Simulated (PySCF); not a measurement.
## How methods differ on the ionisation energy of In

In [Kr] 4d10 5s2 5p1 (2P) → In⁺ [Kr] 4d10 5s2 (1S), as a difference of total energies. Computed with PySCF 2.14 in aug-cc-pVTZ-PP with one added diffuse shell each of d, f type with ECP28MDF (6s5p5d3f, 67 functions), with scalar relativity through the core potential. Correlated levels: valence: 4s2 4p6 4d10 frozen. The calculations carry no spin-orbit coupling.

```
           method  ionisation energy (eV)
              UHF                   5.214
    MP2 (valence)                   5.401
SCS-MP2 (valence)                   5.385
   CCSD (valence)                   5.457
CCSD(T) (valence)                   5.478
```

Problem. How much does correlation contribute at CCSD(T) (valence)?

Solution. 5.478 − (5.214) = 0.264 eV, measured against UHF.

Errors of the correlated levels include the incompleteness of this basis and the frozen core.

For comparison: 5.603 eV (measured; NIST levels, between the centres of gravity of the two terms).
